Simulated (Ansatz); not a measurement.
Geometry optimisation, RHF/def2-SVP in Ansatz 0.2.0.

Input:

```yaml
crystal:
  periodic: [false, false, false]
  atoms:
    - { symbol: Zr, position_ang: [0.0, 0.0, 0.0] }
    - { symbol: F, position_ang: [0.0, 0.0, 1.98] }
    - { symbol: "N", position_ang: [2.084, 0.0, -0.7359] }
    - { symbol: H, position_ang: [2.5823, -0.918, -0.9166] }
    - { symbol: H, position_ang: [2.5853, 0.918, -0.9082] }
    - { symbol: O, position_ang: [-0.975, 1.6891, -0.6893] }
    - { symbol: H, position_ang: [-1.9328, 1.4584, -0.9117] }
    - { symbol: O, position_ang: [-0.975, -1.6891, -0.6893] }
    - { symbol: H, position_ang: [-1.4296, -2.1548, 0.0831] }
basis:
  gaussian: { orbitals: def2-SVP }
hamiltonian:
  xc: hf
relax:
  f_tol: 0.02
  max_steps: 40
```

Launched with:

```bash
$ ansatz run input.yaml --threads 1 --pin off --max-ram 2048MiB --backend cpu --events-out ev --progress --plain --runs-dir out
```

Where does it end, and by what steps?

The forces met the threshold. After 9 steps the energy has fallen by 1.549 eV; H7 moved furthest, 0.73 Å.

| step | energy less start (eV) | largest force component (eV/Å) | accepted |
| --- | --- | --- | --- |
| 0 | 0.0000 | 3.650 | yes |
| 1 | -0.7298 | 4.744 | yes |
| 2 | -1.2622 | 1.040 | yes |
| 3 | -1.3554 | 0.690 | yes |
| 4 | -1.4749 | 0.858 | yes |
| 5 | -1.5426 | 0.370 | yes |
| 6 | -1.5464 | 0.074 | yes |
| 7 | -1.5482 | 0.049 | yes |
| 8 | -1.5486 | 0.113 | yes |
| 9 | -1.5493 | 0.009 | yes |

```xyz
9
Properties=species:S:1:pos:R:3
Zr -0.041 -0.043 0.091
F 0.057 0.206 2.007
N 1.843 -0.014 -0.715
H 2.468 -0.798 -0.789
H 2.303 0.790 -1.105
O -1.023 1.433 -0.663
H -1.590 2.100 -1.003
O -0.814 -1.780 -0.229
H -1.263 -2.591 -0.382
```

The run took 33 s on 1 thread of Intel(R) Xeon(R) Platinum 8488C (Sapphire Rapids) (shared host), peak memory 0.23 GiB.
